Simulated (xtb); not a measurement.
H2Se, charge +1, doublet, from a rough starting geometry (a state made from the parent by changing its charge; the spin is typed, not shown lowest); GFN2-xTB in xtb.

Input for xtb:
```
$ xtb mol.xyz --gfn 2 --chrg 1 --uhf 1 --opt vtight --json

# file mol.xyz
3

Se    -0.01545203     0.62362797    -0.01237002
H     -0.99106804    -0.37989784     0.00574088
H      1.01175812    -0.29626869     0.01773514
```

It wrote (shortened):

```
   ID    Z sym.   atoms
    1   34 Se     1
    2    1 H      2, 3

           -------------------------------------------------
          |                Calculation Setup                |
           -------------------------------------------------

           -------------------------------------------------
          |                 G F N 2 - x T B                 |
           -------------------------------------------------

          ...................................................
          :                      SETUP                      :
          :.................................................:
          :  # basis functions                  12          :
          :  # atomic orbitals                  11          :
          :  # shells                            5          :
          :  # electrons                         7          :
          :  max. iterations                   250          :
          :  Hamiltonian                  GFN2-xTB          :
          :  restarted?                      false          :
          :  GBSA solvation                  false          :
          :  PC potential                    false          :
          :  electronic temp.          300.0000000     K    :
          :  accuracy                    1.0000000          :
          :  -> integral cutoff          0.2500000E+02      :
          :  -> integral neglect         0.1000000E-07      :
          :  -> SCF convergence          0.1000000E-05 Eh   :
          :  -> wf. convergence          0.1000000E-03 e    :
          :  Broyden damping             0.4000000          :
          :  net charge                          1          :
          :  unpaired electrons                  1          :
          ...................................................

 iter      E             dE          RMSdq      gap      omega  full diag
   1     -3.6708102 -0.367081E+01  0.825E+00    5.64       0.0  T
   2     -3.6713998 -0.589634E-03  0.483E+00    5.82       1.0  T
   3     -3.6714912 -0.913278E-04  0.312E-01    6.03       1.0  T
   4     -3.6715188 -0.276852E-04  0.638E-02    5.98       1.0  T
   5     -3.6715194 -0.536258E-06  0.321E-02    5.99       1.8  T
   6     -3.6715195 -0.804561E-07  0.343E-03    5.99      16.8  T
   7     -3.6715195 -0.323461E-09  0.388E-04    5.99     148.8  T
   8     -3.6715195 -0.496154E-10  0.166E-04    5.99     347.7  T

   *** convergence criteria satisfied after 8 iterations ***

         :::::::::::::::::::::::::::::::::::::::::::::::::::::
         ::                     SUMMARY                     ::
         :::::::::::::::::::::::::::::::::::::::::::::::::::::
         :: total energy              -3.650766947723 Eh    ::
         :: gradient norm              0.049758734652 Eh/a0 ::
         :: HOMO-LUMO gap              5.986764878296 eV    ::
         ::.................................................::
         :: SCC energy                -3.671519464029 Eh    ::
         :: -> isotropic ES            0.135560923914 Eh    ::
         :: -> anisotropic ES         -0.001975898509 Eh    ::
         :: -> anisotropic XC          0.002265598984 Eh    ::
         :: -> dispersion             -0.000321075560 Eh    ::
         :: repulsion energy           0.020752516306 Eh    ::
         :: add. restraining           0.000000000000 Eh    ::
         :: total charge               1.000000000000 e     ::
         :::::::::::::::::::::::::::::::::::::::::::::::::::::

      -----------------------------------------------------------
     |                   =====================                   |
     |                        A N C O P T                        |
     |                   =====================                   |
     |               Approximate Normal Coordinate               |
     |                Rational Function Optimizer                |
      -----------------------------------------------------------
[...]
 * total energy  :    -3.6507669 Eh     change       -0.1174616E-11 Eh
 * total energy  :    -3.6534922 Eh     change       -0.2725234E-02 Eh
 * total energy  :    -3.6540155 Eh     change       -0.5232758E-03 Eh
 * total energy  :    -3.6540373 Eh     change       -0.2183254E-04 Eh
 * total energy  :    -3.6540375 Eh     change       -0.1622309E-06 Eh
 * total energy  :    -3.6540375 Eh     change       -0.4176548E-07 Eh
   *** GEOMETRY OPTIMIZATION CONVERGED AFTER 6 ITERATIONS ***
         :: total energy              -3.654037494195 Eh    ::
[...]
         :: gradient norm              0.000024570610 Eh/a0 ::
         :: HOMO-LUMO gap              5.535564026250 eV    ::
         ::.................................................::
         :: SCC energy                -3.665468872425 Eh    ::
         :: -> isotropic ES            0.134513750195 Eh    ::
         :: -> anisotropic ES         -0.003698220233 Eh    ::
         :: -> anisotropic XC          0.002748996226 Eh    ::
         :: -> dispersion             -0.000320407351 Eh    ::
         :: repulsion energy           0.011431378230 Eh    ::
         :: add. restraining           0.000000000000 Eh    ::
         :: total charge               1.000000000000 e     ::
         :::::::::::::::::::::::::::::::::::::::::::::::::::::

           -------------------------------------------------
          |                Property Printout                |
           -------------------------------------------------

    * Orbital Energies and Occupations

         #    Occupation            Energy/Eh            Energy/eV
      -------------------------------------------------------------
         1        2.0000           -1.0018653             -27.2621
         2        2.0000           -0.7483827             -20.3645
         3        2.0000           -0.7290936             -19.8396
         4        1.0000           -0.6681716             -18.1819 (HOMO)
         5                         -0.4647433             -12.6463 (LUMO)
         6                         -0.3846609             -10.4672
         7                         -0.2492765              -6.7832
         8                         -0.2439498              -6.6382
         9                         -0.2397587              -6.5242
        10                          0.1456048               3.9621
        11                          0.7081673              19.2702
      -------------------------------------------------------------
                  HL-Gap            0.2034282 Eh            5.5356 eV
             Fermi-level           -0.6325450 Eh          -17.2124 eV

     #   Z          covCN         q      C6AA      α(0)
     1  34 Se       1.846     0.581   217.215    25.682
     2   1 H        0.923     0.210     1.052     1.604
     3   1 H        0.923     0.210     1.052     1.604

 Mol. C6AA /au·bohr⁶  :        281.641476
 Mol. C8AA /au·bohr⁸  :      17272.284750
 Mol. α(0) /au        :         28.889175

Wiberg/Mayer (AO) data.
largest (>0.10) Wiberg bond orders for each atom

 ---------------------------------------------------------------------------
     #   Z sym  total        # sym  WBO       # sym  WBO       # sym  WBO
 ---------------------------------------------------------------------------
     1  34 Se   1.901 --     2 H    0.951     3 H    0.951
     2   1 H    0.956 --     1 Se   0.951
     3   1 H    0.956 --     1 Se   0.951
 ---------------------------------------------------------------------------

Topologies differ in total number of bonds
Writing topology from bond orders to xtbtopo.mol

molecular dipole:
                 x           y           z       tot (Debye)
 q only:       -0.015       0.435      -0.005
   full:       -0.010       0.306      -0.002       0.779
molecular quadrupole (traceless):
                xx          xy          yy          xz          yz          zz
 q only:        1.161       0.038       0.214       0.017      -0.035      -1.375
  q+dip:        1.642       0.059       0.144       0.023      -0.045      -1.786
   full:        1.454       0.078      -0.557       0.014      -0.005      -0.897

optimized geometry written to: xtbopt.xyz

           -------------------------------------------------
          | TOTAL ENERGY               -3.654037494195 Eh   |
          | GRADIENT NORM               0.000024570610 Eh/α |
          | HOMO-LUMO GAP               5.535564026250 eV   |
           -------------------------------------------------
```
